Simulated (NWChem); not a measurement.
# ScN2H4F; SMILES [NH2][Sc]([NH2])[F]

```xyz
8

Sc     0.0000     0.0000     0.0540
F      0.0000     0.0000     1.8927
N     -1.7028     0.0000    -0.9406
H     -1.8095     0.0000    -1.9540
H     -2.6416     0.0000    -0.5456
N      1.7028     0.0000    -0.9406
H      1.8095     0.0000    -1.9540
H      2.6416     0.0000    -0.5456
```
Atoms are numbered in this order, from 1.

All runs use the structure optimised with PBE0/def2-SVP.

Symmetry labels are those of C2v in the frame above (b1 and b2, or b-type labels, depend on it).

Problem. List the 6 lowest vertical singlet excitations from B3LYP/def2-SVP, full TDDFT (NWChem).

Solution. 
```json
[
 {"state": "S1", "energy (eV)": "3.83", "oscillator strength": "0.000", "symmetry": "a2", "leading excitation (squared amplitude)": "HOMO−1 → LUMO (0.98)"},
 {"state": "S2", "energy (eV)": "3.83", "oscillator strength": "0.049", "symmetry": "b2", "leading excitation (squared amplitude)": "HOMO → LUMO (0.99)"},
 {"state": "S3", "energy (eV)": "5.40", "oscillator strength": "0.001", "symmetry": "a1", "leading excitation (squared amplitude)": "HOMO → LUMO+1 (0.83)"},
 {"state": "S4", "energy (eV)": "5.41", "oscillator strength": "0.002", "symmetry": "b1", "leading excitation (squared amplitude)": "HOMO−1 → LUMO+1 (0.78)"},
 {"state": "S5", "energy (eV)": "5.70", "oscillator strength": "0.017", "symmetry": "b2", "leading excitation (squared amplitude)": "HOMO → LUMO+2 (0.63)"},
 {"state": "S6", "energy (eV)": "5.74", "oscillator strength": "0.002", "symmetry": "b2", "leading excitation (squared amplitude)": "HOMO → LUMO+4 (0.64)"}
]
```
